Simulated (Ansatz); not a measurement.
```yaml
atoms:
  - { symbol: Ni, position_ang: [0.0000, 0.0000, 0.0000] }
  - { symbol: O, position_ang: [0.0000, 0.0000, 2.0600] }
  - { symbol: H, position_ang: [-0.1490, 0.7452, 2.6500] }
  - { symbol: H, position_ang: [0.1490, -0.7452, 2.6500] }
  - { symbol: O, position_ang: [0.0000, 0.0000, -2.0600] }
  - { symbol: H, position_ang: [0.1490, -0.7452, -2.6500] }
  - { symbol: H, position_ang: [-0.1490, 0.7452, -2.6500] }
  - { symbol: O, position_ang: [2.0600, 0.0000, 0.0000] }
  - { symbol: H, position_ang: [2.6500, -0.7452, 0.1490] }
  - { symbol: H, position_ang: [2.6500, 0.7452, -0.1490] }
  - { symbol: O, position_ang: [-2.0600, 0.0000, 0.0000] }
  - { symbol: H, position_ang: [-2.6500, 0.7452, -0.1490] }
  - { symbol: H, position_ang: [-2.6500, -0.7452, 0.1490] }
  - { symbol: O, position_ang: [0.0000, 2.0600, 0.0000] }
  - { symbol: H, position_ang: [0.7259, 2.6500, -0.2250] }
  - { symbol: H, position_ang: [-0.7259, 2.6500, 0.2250] }
  - { symbol: O, position_ang: [0.0000, -2.0600, 0.0000] }
  - { symbol: H, position_ang: [-0.7259, -2.6500, 0.2250] }
  - { symbol: H, position_ang: [0.7259, -2.6500, -0.2250] }
```

Basis set: def2-TZVP on H, O; pcseg-2 on Ni. Charge 2. Computed with Ansatz (development build ahead of 0.2.0); the lowest solution found for each multiplicity.

Question: How do the multiplicities compare at this shape? Give, from the lowest of each method, PBE0 (unrestricted) for 1, 3; PBE0 (restricted) for 1, 3.

Answer:

```json
{"method": "PBE0, unrestricted", "multiplicity": "1", "E (eV)": "0.801", "<S²>": "1.00"}
{"method": "PBE0, unrestricted", "multiplicity": "3", "E (eV)": "0.000", "<S²>": "2.00"}
{"method": "PBE0, restricted", "multiplicity": "1", "E (eV)": "2.637", "<S²>": "0.00"}
{"method": "PBE0, restricted", "multiplicity": "3", "E (eV)": "0.000", "<S²>": "2.00"}
```

Caution: other spin multiplicities may lie lower. Caution for PBE0, unrestricted: the unrestricted determinant is a mixture of spin states. Caution for PBE0, restricted: an unrestricted determinant lies well below.
